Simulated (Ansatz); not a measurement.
Cost and result for the atomization energy of BClH$_{3}$Sb, SMILES `Cl[BH][SbH2]` (6 atoms, 5 bonds).

```xyz
6

Cl    1.9390   -1.2826   -0.0246
B     0.4912   -0.5422   -0.6369
Sb   -0.3420    1.3151    0.2735
H     0.0240   -1.0118   -1.6287
H    -1.9487    0.7614    0.1436
H    -0.1634    0.7601    1.8730
```

Total charge 0; spin multiplicity 1. Correlated methods include outer-core shells of Sb, which these sets cover unevenly. Sb: def2 effective core potential. The geometry is a stationary point of PBE0-D4/def2-TZVP. Program: Ansatz. All runs use 2 threads of an Arm Neoverse V2 on a shared host. Times are those of one run each, without the atoms' runs, and a repeat can differ threefold. Electronic energies, without spin–orbit coupling; frozen cores. CCSD(T)/CBS adds CCSD(T) − MP2 in def2-TZVPP to the MP2 limit, and its time is that of the two runs behind it. T1 = 0.015. With those shells the extrapolation isn't a true limit. B3LYP takes the VWN-RPA correlation (the form of Gaussian; ORCA's B3LYP/G). HSE06 is the plane-wave form, built on full-range PBE exchange.

CCSD(T)/CBS is a level of theory with its own doubt, some kJ/mol a heavy atom from the limit and from the frozen cores, so smaller differences don't rank the functionals.

```
                             level  functions  wall time  atomization (kJ/mol)  difference from CCSD(T)/CBS  per bond
                  CCSD(T)/def2-SVP         73      1.6 s                1483.9                       -124.5     -24.9
   PBE-D4/def2-TZVPP (with forces)        165      1.8 s                1640.0                         31.6       6.3
                PBE0-D4/def2-TZVPP        165      1.8 s                1612.1                          3.7       0.7
               HSE06-D4/def2-TZVPP        165      2.2 s                1611.4                          3.0       0.6
           CAM-B3LYP-D4/def2-TZVPP        165      2.2 s                1617.3                          8.9       1.8
 B3LYP-D4/def2-TZVPP (with forces)        165      2.9 s                1620.7                         12.3       2.5
                 B2PLYP/def2-TZVPP        165      3.5 s                1588.5                        -19.9      -4.0
             r2SCANh-D4/def2-TZVPP        165      3.7 s                1609.6                          1.2       0.2
r2SCAN-D4/def2-TZVPP (with forces)        165      3.8 s                1620.6                         12.2       2.4
  ωB97M-V/def2-TZVPP (with forces)        165        8 s                1614.3                          5.9       1.2
                    MP2/def2-QZVPP        299        8 s                1586.8                        -21.6      -4.3
                CCSD(T)/def2-TZVPP        165       35 s                1560.3                        -48.1      -9.6
                 CCSD(T)/CBS(def2)          –       43 s                1608.4                          0.0       0.0
```

Leaving LDA and LC-ωPBE aside and taking each functional with its dispersion term where it has one, the values, not all of them listed here, spread over 70.0 kJ/mol, from BHLYP-D4 to B97M-V. LDA lies +237.3 kJ/mol from PBE without D4, its usual overbinding. From BLYP to BHLYP (50 % exact exchange), in def2-TZVPP and without D4, the atomization energy moves by −28.7 kJ/mol: exact exchange takes away binding that semilocal exchange gives to molecules. The D4 term adds +22.1 kJ/mol with B3LYP and +11.4 kJ/mol with PBE0; it sums over pairs of atoms, weighted by their polarisabilities, and B3LYP, whose exchange is more repulsive, gets the larger term.
